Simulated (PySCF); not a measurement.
CH4F3NSi (SMILES CN[Si](F)(F)F), singlet, at a GFN2-xTB geometry; DF-PBE/6-31G* run with PySCF.

PySCF was given this input:
```python
from pyscf import gto, scf, dft

mol = gto.M(
    atom='''
C    -2.35409166    0.00418145    0.48603344
N    -1.08568601    0.69683021    0.35768082
Si    0.39420090    0.01114518   -0.07141534
F     1.12024853   -0.94154619    0.97395098
F     1.43799710    1.16334027   -0.36771303
F     0.25820529   -0.90317444   -1.35650450
H    -2.56899050   -0.25365392    1.52644436
H    -2.32235780   -0.91113114   -0.09862153
H    -3.15844494    0.63479045    0.10575543
H    -1.09272546    1.60348510    0.79866907
''',
    basis='6-31g*',
    verbose=4,
    max_memory=1800,
)

mf = dft.RKS(mol)
mf.xc = 'pbe'
mf = mf.density_fit(auxbasis='def2-universal-jkfit')
mf.kernel()
```

What the program printed (banner, timings and long lists left out):

```
PySCF version 2.14.0

[INPUT] verbose = 4
[INPUT] num. atoms = 10
[INPUT] num. electrons = 58
[INPUT] charge = 0
[INPUT] spin (= nelec alpha-beta = 2S) = 0
[INPUT] symmetry False subgroup None
[INPUT] Mole.unit = angstrom
[INPUT] Symbol           X                Y                Z      unit          X                Y                Z       unit  Magmom
[INPUT]  1 C     -2.354091660000   0.004181450000   0.486033440000 AA   -4.448588509523   0.007901795304   0.918470088980 Bohr   0.0
[INPUT]  2 N     -1.085686010000   0.696830210000   0.357680820000 AA   -2.051649216172   1.316818252223   0.675918789810 Bohr   0.0
[INPUT]  3 Si     0.394200900000   0.011145180000  -0.071415340000 AA    0.744931739057   0.021061337809  -0.134955433693 Bohr   0.0
[INPUT]  4 F      1.120248530000  -0.941546190000   0.973950980000 AA    2.116962913147  -1.779264432728   1.840500610952 Bohr   0.0
[INPUT]  5 F      1.437997100000   1.163340270000  -0.367713030000 AA    2.717420686919   2.198394499978  -0.694876919134 Bohr   0.0
[INPUT]  6 F      0.258205290000  -0.903174440000  -1.356504500000 AA    0.487937282014  -1.706752334307  -2.563421991740 Bohr   0.0
[INPUT]  7 H     -2.568990500000  -0.253653920000   1.526444360000 AA   -4.854688461609  -0.479336439222   2.884561784787 Bohr   0.0
[INPUT]  8 H     -2.322357800000  -0.911131140000  -0.098621530000 AA   -4.388620205247  -1.721788318163  -0.186367681686 Bohr   0.0
[INPUT]  9 H     -3.158444940000   0.634790450000   0.105755430000 AA   -5.968595916118   1.199580096989   0.199848798886 Bohr   0.0
[INPUT] 10 H     -1.092725460000   1.603485100000   0.798669070000 AA   -2.064951848739   3.030147683821   1.509265806461 Bohr   0.0

nuclear repulsion = 345.159079945623
number of shells = 46
number of NR pGTOs = 202
number of NR cGTOs = 96
basis = 6-31g*
ecp = {}

******** <class 'pyscf.df.df_jk.DFRKS'> ********
method = DFRKS
initial guess = minao
damping factor = 0
level_shift factor = 0
DIIS = <class 'pyscf.scf.diis.CDIIS'>
diis_start_cycle = 1
diis_space = 8
diis_damp = 0
SCF conv_tol = 1e-09
SCF conv_tol_grad = None
SCF max_cycles = 50
direct_scf = False
XC library pyscf.dft.libxc version 7.1.2
    S. Lehtola, C. Steigemann, M. J. T. Oliveira, and M. A. L. Marques,  SoftwareX 7, 1–5 (2018)
XC functionals = pbe
    J. P. Perdew, K. Burke, and M. Ernzerhof,  Phys. Rev. Lett. 77, 3865 (1996)
    J. P. Perdew, K. Burke, and M. Ernzerhof,  Phys. Rev. Lett. 78, 1396 (1997)
    J. P. Perdew, K. Burke, and M. Ernzerhof,  Phys. Rev. Lett. 77, 3865 (1996)
    J. P. Perdew, K. Burke, and M. Ernzerhof,  Phys. Rev. Lett. 78, 1396 (1997)
radial grids:
    Treutler-Ahlrichs [JCP 102, 346 (1995); DOI:10.1063/1.469408] (M4) radial grids

becke partition: Becke, JCP 88, 2547 (1988); DOI:10.1063/1.454033
pruning grids: <function nwchem_prune>
grids dens level: 3
symmetrized grids: False
atomic radii adjust function: <function treutler_atomic_radii_adjust>
small_rho_cutoff = 0
Set gradient conv threshold to 3.16228e-05
Initial guess from minao.
tot grids = 129224
init E= -684.41037263646
  HOMO = -0.297472638451002  LUMO = -0.0347789153643849  gap/eV = 7.14826
cycle= 1 E= -683.73066402776  delta_E= 0.68  |g|= 1.02  |ddm|= 2.98
  HOMO = -0.148823701778159  LUMO = 0.0400755657994218  gap/eV = 5.14021
cycle= 2 E= -683.374364319538  delta_E= 0.356  |g|= 1.79  |ddm|= 1.84
  HOMO = -0.209787015873446  LUMO = 0.0169139772371225  gap/eV = 6.16885
cycle= 3 E= -683.907298026495  delta_E= -0.533  |g|= 0.0923  |ddm|= 1.19
  HOMO = -0.227548909063395  LUMO = 0.0103841704835346  gap/eV = 6.47449
cycle= 4 E= -683.908528021723  delta_E= -0.00123  |g|= 0.0585  |ddm|= 0.121
  HOMO = -0.220545097701922  LUMO = 0.0119286297820231  gap/eV = 6.32593
cycle= 5 E= -683.909237030201  delta_E= -0.000709  |g|= 0.0124  |ddm|= 0.0502
  HOMO = -0.221114930476024  LUMO = 0.0122489977139697  gap/eV = 6.35016
cycle= 6 E= -683.909269341047  delta_E= -3.23e-05  |g|= 0.00378  |ddm|= 0.0122
  HOMO = -0.220984934025375  LUMO = 0.0122509732770069  gap/eV = 6.34667
cycle= 7 E= -683.909272391334  delta_E= -3.05e-06  |g|= 0.000777  |ddm|= 0.0029
  HOMO = -0.220992332615091  LUMO = 0.0122182786177767  gap/eV = 6.34598
cycle= 8 E= -683.90927250338  delta_E= -1.12e-07  |g|= 0.000231  |ddm|= 0.000747
  HOMO = -0.220991202987365  LUMO = 0.0122217994344949  gap/eV = 6.34605
cycle= 9 E= -683.909272511405  delta_E= -8.03e-09  |g|= 0.000108  |ddm|= 0.000199
  HOMO = -0.220989897668332  LUMO = 0.0122234136144597  gap/eV = 6.34606
cycle= 10 E= -683.90927251342  delta_E= -2.01e-09  |g|= 1.14e-05  |ddm|= 8.06e-05
  HOMO = -0.22099099967012  LUMO = 0.0122228301928851  gap/eV = 6.34607
cycle= 11 E= -683.90927251344  delta_E= -2.05e-11  |g|= 3.38e-06  |ddm|= 1.18e-05
  HOMO = -0.220991038548703  LUMO = 0.0122227568109268  gap/eV = 6.34607
Extra cycle  E= -683.909272513439  delta_E= 1.14e-12  |g|= 4.62e-06  |ddm|= 7.12e-06
converged SCF energy = -683.909272513439
```
